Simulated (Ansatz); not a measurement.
All numbers were calculated with Ansatz.

`BC(C)(F)Cl` at its PBE0-D4/def2-TZVP geometry, where that method's forces vanish. Charge 0, multiplicity 1.

```tsv
atom	x (Å)	y (Å)	z (Å)
B1	-0.303	-1.288	-0.643
C2	-0.411	0.172	-0.125
C3	0.464	0.831	0.882
F4	-1.578	0.815	-0.237
Cl5	0.457	0.217	-1.867
H6	0.624	-1.941	-0.276
H7	-1.251	-1.763	-1.184
H8	1.455	0.381	0.880
H9	0.536	1.905	0.706
H10	0.007	0.670	1.864
```

For each bond, give half the difference of the two atoms' forces along it (eV/Å; positive pushes the atoms apart) under PBE-D4, r2SCAN-D4, B3LYP-D4, ωB97M-V in def2-TZVPP. (Estimate.)

The calculation gave: 
| bond | length (Å) | PBE-D4 | r2SCAN-D4 | B3LYP-D4 | ωB97M-V |
| --- | --- | --- | --- | --- | --- |
| B1–C2 | 1.553 | -0.08 | -0.02 | -0.01 | -0.01 |
| B1–Cl5 | 2.083 | 0.13 | 0.19 | 0.44 | 0.19 |
| B1–H6 | 1.192 | 0.05 | -0.04 | -0.13 | -0.13 |
| B1–H7 | 1.191 | 0.06 | -0.06 | -0.14 | -0.14 |
| C2–C3 | 1.488 | -0.09 | -0.04 | 0.06 | 0.13 |
| C2–F4 | 1.338 | 0.61 | 0.32 | 0.35 | 0.23 |
| C2–Cl5 | 1.947 | 0.24 | 0.27 | 0.34 | 0.03 |
| C3–H8 | 1.088 | 0.10 | -0.03 | -0.06 | -0.07 |
| C3–H9 | 1.091 | 0.11 | -0.03 | -0.05 | -0.08 |
| C3–H10 | 1.094 | 0.11 | -0.01 | -0.07 | -0.10 |

B3LYP here is the variant with VWN-RPA as its local correlation; programs differ in this.
